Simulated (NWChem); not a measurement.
# Basis-set convergence for BiF3

SMILES: [Bi]([F])([F])[F]
```xyz
4

Bi     0.0023     0.2541     0.0000
F     -0.8875    -0.7732     1.5253
F     -0.8875    -0.7732    -1.5253
F      1.7542    -0.7967     0.0000
```
Charge 0, spin multiplicity 1.

The numbers come from NWChem runs, not from measurements. All single points use one geometry, from PBE/def2-SVP with def2 effective core potentials on Bi, a minimum by its harmonic frequencies.

Quantity: first vertical ionisation energy at the level G0W0@PBE0.

Effective core potentials replace the inner electrons of Bi; spin-orbit coupling is left out. GW and range-separated runs recompute their integrals, the others keep them in memory, which bears on the times. The structure started from a generated list of species.

Costs are rough ratios of processor time within this set of runs, SCF included, with def2-SVP as 1.

Q: In def2-QZVP the value is 12.51 eV. Among def2-SVP, def2-SVPD, def2-TZVPP, def2-TZVP, def2-TZVPD, which is the smallest basis within 0.2 eV of it?

A: No smaller set comes that close. def2-QZVP isn't the basis-set limit itself, and a small set can land close by cancellation.

```tsv
basis	functions	first vertical ionisation energy (eV)	relative cost
def2-SVP	68	11.44	1
def2-SVPD	101	11.89	under 3
def2-TZVPP	143	12.26	6
def2-TZVP	143	12.26	6
def2-TZVPD	176	12.29	10
def2-QZVP	253	12.51	40
```
